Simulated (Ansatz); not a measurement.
Ideal-gas functions of CH₄BFOS, SMILES `COB(F)S` at 500 K and 1 bar, from an Ansatz frequency run at PBE0-D4/def2-TZVP.

Molar mass 93.92 g/mol, point group Cs (symmetry number 1), electronic degeneracy 1, moments of inertia 102.64, 149.525, 248.95 u Å². Harmonic wavenumbers (cm⁻¹, unscaled): 135, 151, 212, 332, 335, 444, 578, 619, 837, 1082, 1182, 1186, 1278, 1420, 1495, 1500, 1515, 2732, 3036, 3106, 3149.

Use S(trans) = R[1.5 ln M + 2.5 ln T − 1.1517]; rotational temperatures θ = 24.2544 K / I; S(rot) = R[ln(√π/σ · √(T³/θAθBθC)) + 1.5]; for each mode x = 1.438777 ν̃/T, S = R[x/(eˣ − 1) − ln(1 − e⁻ˣ)] and H = RT x/(eˣ − 1); 1 cm⁻¹ = 0.0119627 kJ/mol; R = 8.31446 J/(mol·K).

Task: By hand: the entropy, in J/(mol·K).

Result: Translation 176.3. Rotation: θ = 0.2363, 0.1622, 0.0974 K, giving 118.0. Vibration, mode by mode: 16.23, 15.31, 12.55, 9.00, 8.93, 6.82, 4.98, 4.53, 2.76, 1.58, 1.26, 1.25, 1.01, 0.72, 0.60, 0.60, 0.58, 0.03, 0.01, 0.01, 0.01, in all 88.8. Electronic 0.0. Sum 383.1 J/(mol·K).

Task: By hand: H − E and G − E in kJ/mol, counted from the electronic energy.

Result: Zero-point energy ½ × 26324 × 0.0119627 = 157.5; thermal vibration 23.9; translation, rotation and pV give 4 RT = 16.6. H − E = 198.0 kJ/mol, and G − E = 198.0 − 500 × 383.1/1000 = 6.4 kJ/mol.

Vibration gives 23 % of the entropy, 16.2 J/(mol·K) of it from the mode under 150 cm⁻¹: soft modes count most, and the harmonic formula is weakest for them. The sum counts one conformer and one mirror image; others add a mixing term.
